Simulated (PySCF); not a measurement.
C2H2N3, SMILES C1=NC=N[N]1, multiplicity 2. Atoms are numbered in the order given.

```xyz
7

C      0.0000     1.0566     0.3313
N      0.0000     0.0000     1.1622
C      0.0000    -1.0566     0.3313
N      0.0000    -0.6219    -0.9521
N      0.0000     0.6219    -0.9521
H      0.0000     2.1073     0.6094
H      0.0000    -2.1073     0.6094
```
Charge 0, spin multiplicity 2.

The structure is a stationary point at B3LYP-D3(BJ)/def2-SVP. A frequency run showed that this geometry is not a minimum. The isomer is the one that the SMILES or the coordinates give; other isomers of the formula were not compared.

Calculation: TDA-CAM-B3LYP/def2-SVPD (PySCF).

Vertical excitations. Isolated molecule, no solvent.

Computed lowest excited states:
| state | energy (eV) | λ (nm) | f | main pairs |
|---|---|---|---|---|
| root 1 | 0.16 | 7756 | 0.000 | β HOMO→LUMO 98 % |
| root 2 | 1.47 | 842 | 0.000 | β HOMO−1→LUMO 98 % |
| root 3 | 1.84 | 676 | 0.000 | β HOMO−2→LUMO 97 % |
| root 4 | 3.54 | 350 | 0.002 | β HOMO−3→LUMO 96 % |
| root 5 | 5.19 | 239 | 0.002 | α HOMO→LUMO 76 %, β HOMO→LUMO+4 16 % |
| root 6 | 5.52 | 225 | 0.009 | α HOMO−3→LUMO 19 %, α HOMO−2→LUMO+1 8 %, β HOMO−5→LUMO 63 % |
| root 7 | 5.61 | 221 | 0.002 | β HOMO−4→LUMO 97 % |
| root 8 | 5.98 | 207 | 0.002 | α HOMO−1→LUMO+1 81 %, β HOMO−1→LUMO+2 12 % |
| root 9 | 6.26 | 198 | 0.002 | α HOMO→LUMO+1 65 %, α HOMO−1→LUMO 13 %, β HOMO→LUMO+2 12 % |
| root 10 | 6.49 | 191 | 0.006 | α HOMO−3→LUMO+1 29 %, α HOMO−2→LUMO 27 %, β HOMO→LUMO+4 20 %, β HOMO−2→LUMO+2 13 % |
Unrestricted roots are not spin-pure.
